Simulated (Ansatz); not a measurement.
Ansatz (a first-principles code) input (PBE/STO-3G):

Ansatz 0.2 input:
```yaml
crystal:
  periodic: [false, false, false]
  atoms:
    - {symbol: Li, position_ang: [-0.00000000, -0.00000000, -1.71462722]}
    - {symbol: Cl, position_ang: [0.00000000, 0.00000000, 0.30258127]}
basis:
  gaussian:
    orbitals: STO-3G
hamiltonian:
  xc: {name: PBE}
output: {forces: true}
```

Task: What final total energy does it give?

Result: -462.43953 Eh.
